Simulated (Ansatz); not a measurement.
```yaml
crystal:
  periodic: [false, false, false]
  atoms:
    - {symbol: B, position_ang: [-0.932090, -0.565269, 0.056201]}
    - {symbol: B, position_ang: [-0.904821, 1.156323, 0.041013]}
    - {symbol: B, position_ang: [0.770968, 0.771127, -0.049441]}
    - {symbol: Si, position_ang: [1.065943, -1.362192, -0.047774]}
basis:
  gaussian: {orbitals: def2-SVPD}
magnetization: {spin_polarized: true, initial_magnetization: 1}
hamiltonian: {xc: {name: wB97M-V}, pseudopotentials: {relativity: scalar}}
scf: {omitted_lower_state_checks: [starts]}
```

```sh
$ ansatz run in.yaml --threads 4 --pin off --events-out ev --progress --plain --max-ram 3916MiB
```

Output, abridged:

```
Functional definition: wB97M-V
714 factors; their error is unknown
294 factors; integrals over basis functions are off by at most 2.4e-5 eV
mean field evaluation 1: about -9906.6546 eV, gradient 1.3e1 eV
mean field evaluation 2: about -9906.3131 eV, gradient 1.5e1 eV
mean field evaluation 4: about -9908.3188 eV, gradient 1.6e0 eV
mean field evaluation 8: about -9908.3734 eV, gradient 1.7e-1 eV
mean field evaluation 16: about -9908.4113 eV, gradient 1.4e-2 eV
mean field evaluation 32: about -9908.4113 eV, gradient 4.7e-5 eV
mean field -9908.41129754 eV, -364.1273990222 hartree, gradient 4.7e-5 eV, S^2 0.795648; 0 other end points of the search recorded, 0 dependent functions left out
reference -9908.41134408 eV, -364.1274007325 hartree; 15, 14 occupied and 69, 70 virtual orbitals, 714 factors
Total energy: -9908.41134408 eV, -364.1274007325 hartree
Relativity: scalar
Checks for a lower state left out: starts
```

Run time 12 s (4 threads of Arm Neoverse V1 on a shared host).
